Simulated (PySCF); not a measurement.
SMILES O=C[SiH2][SiH2]S (GFN2-xTB optimised geometry):

```
11

O      1.362    -2.120     0.000
C      0.155    -2.120     0.000
Si    -0.832    -0.477     0.000
Si     0.883     1.079     0.017
S      0.070     3.088    -0.047
H     -0.387    -3.088     0.000
H     -1.723    -0.534    -1.165
H     -1.712    -0.534     1.176
H      1.722     1.055     1.216
H      1.723     1.102    -1.174
H     -0.580     3.045     1.105
```

Computed with CAM-B3LYP/def2-TZVP run with PySCF.

**Question.** What are the frontier orbital energies and the dipole moment?

**Answer.** HOMO-2 -10.17 eV, HOMO-1 -8.89 eV, HOMO -8.36 eV, LUMO -0.51 eV, LUMO+1 0.26 eV; dipole moment 2.45 D.

On the same geometry PBE/def2-TZVP (PySCF) gives HOMO-2 -7.68 eV, HOMO-1 -6.18 eV, HOMO -5.69 eV, LUMO -2.91 eV, LUMO+1 -1.59 eV; dipole moment 2.17 D.

Meta-Löwdin charges at CAM-B3LYP/def2-TZVP: O1 -0.38, C2 0.08, Si3 0.35, Si4 0.40, S5 -0.32, H6 0.08, H7 -0.07, H8 -0.08, H9 -0.08, H10 -0.07, H11 0.09.
